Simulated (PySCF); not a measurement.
## Calculated NMR parameters of C=C([SiH3])/C=N\C1CCC1

- Formula: C7H13NSi
- SMILES: C=C([SiH3])/C=N\C1CCC1
- Point group of the computed structure: C1
- Degrees of unsaturation: 3
- Carbon signals: 6
- Proton signals: 9

Molfile (atoms numbered from 1):
```
C7H13NSi
     RDKit          3D

 22 22  0  0  0  0  0  0  0  0999 V2000
    2.1000    1.0132   -0.0372 C   0  0  0  0  0  0  0  0  0  0  0  0
    1.1502    1.3523   -0.9034 C   0  0  0  0  0  0  0  0  0  0  0  0
    1.4707    1.6118   -2.7501 Si  0  0  0  0  0  4  0  0  0  0  0  0
   -0.2429    1.5481   -0.4765 C   0  0  0  0  0  0  0  0  0  0  0  0
   -1.0266    0.7401    0.0896 N   0  0  0  0  0  0  0  0  0  0  0  0
   -0.6424   -0.5843    0.4458 C   0  0  0  0  0  0  0  0  0  0  0  0
   -1.8050   -1.5967    0.3969 C   0  0  0  0  0  0  0  0  0  0  0  0
   -1.4582   -2.0520    1.8207 C   0  0  0  0  0  0  0  0  0  0  0  0
   -0.5440   -0.8292    1.9698 C   0  0  0  0  0  0  0  0  0  0  0  0
    1.8979    0.8984    1.0179 H   0  0  0  0  0  0  0  0  0  0  0  0
    3.1246    0.8693   -0.3411 H   0  0  0  0  0  0  0  0  0  0  0  0
    2.9061    1.4792   -2.9970 H   0  0  0  0  0  0  0  0  0  0  0  0
    1.0051    2.9508   -3.1177 H   0  0  0  0  0  0  0  0  0  0  0  0
    0.7252    0.6029   -3.5060 H   0  0  0  0  0  0  0  0  0  0  0  0
   -0.6670    2.5201   -0.7217 H   0  0  0  0  0  0  0  0  0  0  0  0
    0.2528   -0.9392   -0.0850 H   0  0  0  0  0  0  0  0  0  0  0  0
   -1.7464   -2.3497   -0.3856 H   0  0  0  0  0  0  0  0  0  0  0  0
   -2.7606   -1.0820    0.3380 H   0  0  0  0  0  0  0  0  0  0  0  0
   -0.9087   -2.9913    1.8390 H   0  0  0  0  0  0  0  0  0  0  0  0
   -2.2892   -2.1140    2.5195 H   0  0  0  0  0  0  0  0  0  0  0  0
    0.4574   -1.0093    2.3559 H   0  0  0  0  0  0  0  0  0  0  0  0
   -1.0093   -0.0194    2.5273 H   0  0  0  0  0  0  0  0  0  0  0  0
  1  2  2  0
  2  3  1  0
  2  4  1  0
  4  5  2  0
  5  6  1  0
  6  7  1  0
  7  8  1  0
  8  9  1  0
  9  6  1  0
  1 10  1  0
  1 11  1  0
  3 12  1  0
  3 13  1  0
  3 14  1  0
  4 15  1  0
  6 16  1  0
  7 17  1  0
  7 18  1  0
  8 19  1  0
  8 20  1  0
  9 21  1  0
  9 22  1  0
M  END
```

Theory: geometry: GFN2-xTB, σ from GIAO-PBE0/pcSseg-1, in PySCF 2.14 (no solvent model, one conformer, non-relativistic, rapidly exchanging positions averaged).

Referencing at the same level of theory: 1H, 13C, 29Si against TMS; 15N vs NH3.

```tsv
carbon	δC, type	δH (multiplicity)	HMBC from (2–3 bonds)	span of the C tensor (ppm)
C1	140.1, CH2	H10 5.78 (br s); H11 6.10 (br s)	H15, H12/H13/H14	221
C2	148.4, C	–	H15, H11, H10, H12/H13/H14	224
C4	164.8, CH	8.09 (s)	H11, H10, H16, H12/H13/H14	190
C6	55.7, CH	4.36 (m)	H15, H18/H22, H17/H21, H20, H19	43
C7/C9	32.2, CH2	H17 2.15 (m); H18 2.49 (m)	H16, H18/H22, H17/H21, H20, H19	43
C8	15.7, CH2	H19 1.95 (m); H20 2.04 (m)	H16, H18/H22, H17/H21	23
```

Other nuclei:
```json
{"atoms": "H12/H13/H14", "nucleus": "1H", "environment": "hydrogen on a silicon bonded to C", "δ (ppm)": "4.17", "σ (ppm)": "27.55"}
{"atoms": "Si3", "nucleus": "29Si", "environment": "silicon bonded to C, 3 H", "δ (ppm)": "-71.1", "σ (ppm)": "420.3"}
{"atoms": "N5", "nucleus": "15N", "environment": "imine nitrogen", "δ (ppm)": "402.7", "σ (ppm)": "-134.9"}
```

- Carbon types of the structure: 1 × C, 2 × CH, 4 × CH2, leaving 3 H on heteroatoms.
- δC 164.8: C=N carbon.
- δC 148.4: fully substituted alkene carbon; the olefinic region.
- δC 140.1: terminal =CH2 carbon; an sp2 carbon of a C=C bond.
- δC 55.7: sp3 CH bonded to N; pulled downfield by the heteroatom.
- δH 6.10, 5.78: hydrogen on a terminal =CH2 carbon; olefinic region.

Shifts are as computed. Against solution values, carbons near 30 ppm lie about +3 ppm off and those near 130 ppm about +5 ppm. Of 1211 compounds with measured shifts, 218 miss one by over three times the rms of a fit or turn the order of signals round; such compounds aren't used in these exercises. Experimental scales use liquid or dissolved standards, which lie at an offset from isolated NH3 (liquid NH3: subtract about 20 ppm). Unscaled 15N shifts of sp2 nitrogen come out 20 to 40 ppm too high even then. No couplings were computed; multiplicities are counted from neighbouring protons, with m where these are inequivalent, close in shift, in a saturated or five-membered ring or joined by F or P, and br s for small geminal =CH2 splittings.
